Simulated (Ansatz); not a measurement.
Gas-phase electronic energies from Ansatz, PBE0-D4/def2-TZVP geometries. CBS: MP2 limit from def2 TZ/QZ plus the TZ coupled-cluster correction, frozen cores. This one scheme is used for every species. DFT in def2-TZVPP. One conformer a species, not always the lowest.

Reaction (redistribution): `CO[SiH](N)Cl` + `O[Si@H](Cl)[Si@@H](O)F` → `CO[Si@H](Cl)[Si@H](O)Cl` + `N[SiH](O)F`

Question: Is it downhill or uphill in electronic energy at CCSD(T)/CBS, and by how much? (An estimate is asked.)

Answer: The calculation gave: Downhill: ΔE = -16.6 kJ/mol.

Question: What do these levels give: ωB97X-V, ωB97M-V, r2SCAN, CCSD/def2-TZVPP, MP2/def2-QZVPP, HF/CBS(def2)? (Best estimate.)

Answer: Computed: ωB97X-V -14.2, ωB97M-V -14.6, r2SCAN -14.4, CCSD/def2-TZVPP -17.5, MP2/def2-QZVPP -16.9, HF/CBS(def2) -17.2 kJ/mol.

Largest T1 diagnostic among the species: 0.012.
